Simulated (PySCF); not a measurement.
A structure optimised at B3LYP-D3(BJ)/def2-SVP, used in a PySCF frequency run:

```
N
H 1 1.0181
Si 1 1.7258 2 114.84
F 3 1.6355 1 111.77 2 -100.53
Si 1 1.7528 2 115.48 3 -171.04
H 3 1.4854 4 105.95 1 -117.24
H 5 1.4865 1 108.21 2 160.35
H 5 1.4922 7 110.13 1 120.16
H 5 1.4945 7 108.76 8 117.69
C 3 1.8597 6 114.37 4 116.61
C 10 1.3406 3 123.13 6 96.98
H 11 1.0958 10 122.30 3 -179.22
H 11 1.0960 12 116.02 10 179.97
H 10 1.0982 11 118.33 12 -0.27
```

### Question
Write its SMILES and formula.

### Answer
C=C[Si@@H](F)N[SiH3], C₂H₈FNSi₂

### Question
What are its rotational constants (standard atomic weights)?

### Answer
2.5864, 1.7597, 1.2243 GHz
